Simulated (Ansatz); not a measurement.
`C=[C]1[GaH][NH][Ga]1[GaH2]` → 2 C• + 3 Ga• + 6 H• + N•  (atomization)

Computed with Ansatz on PBE0-D4/def2-TZVP structures; ΔE is electronic, products minus reactants. CCSD(T)/CBS adds triple-zeta CCSD(T) − MP2 to the extrapolated MP2 energy (def2 sets, frozen cores). This one scheme is used for every species, atoms too. Functionals use def2-TZVPP. No spin–orbit coupling; open shells (•) take unrestricted orbitals. Spin–orbit coupling would lower the free atoms: a little for C; clearly for Ga. Bonds to Ga are less sure, by a few kJ/mol each and by 10 to 20 or more in all where they break to atoms, as the def2 sets lack core-valence functions. Scalar relativity is left out up to krypton.

`C=[C]1[GaH][NH][Ga]1[GaH2]`:

Cartesian coordinates in Å:
```
C -0.978 1.364 1.749
C -0.901 0.553 0.698
Ga -2.191 -0.345 -0.499
N -0.750 -1.073 -1.412
Ga 0.567 -0.284 -0.356
Ga 3.011 -0.452 -0.517
H -0.096 1.745 2.265
H -1.927 1.702 2.166
H -3.715 -0.529 -0.774
H -0.694 -1.687 -2.209
H 3.856 0.567 -1.374
H 3.818 -1.560 0.261
```

Task: What is ΔE at CCSD(T)/CBS? (Estimate.)

Result: The calculation gave: +39.50 eV.

Task: What do these levels give: B97M-V, r2SCAN, PBE0, CCSD/def2-SVP, MP2/def2-TZVPP, MP2/def2-QZVPP? (Estimate.)

Result: Ansatz gave: B97M-V 39.45, r2SCAN 39.42, PBE0 38.96, CCSD/def2-SVP 36.46, MP2/def2-TZVPP 39.38, MP2/def2-QZVPP 39.88 eV.

Largest T1 diagnostic among the species: 0.016.

The D4 term adds +0.61 eV with B3LYP and +0.32 eV with PBE0; it sums over pairs of atoms, weighted by their polarisabilities, and B3LYP, whose exchange is more repulsive, gets the larger term. In def2-TZVPP, CCSD(T) changes the Hartree–Fock value by +11.55 eV (the triples alone add +0.83 eV) and MP2 by +12.29 eV; breaking electron pairs costs correlation energy, which Hartree–Fock lacks.

B3LYP here is the variant with VWN-RPA as its local correlation; programs differ in this.

For atomizations the MP2-based limit and the directly extrapolated one differ by several kJ/mol either way, and by 10 to 25 for some Ge, Se and Sn compounds, so smaller differences from it don't rank the levels.
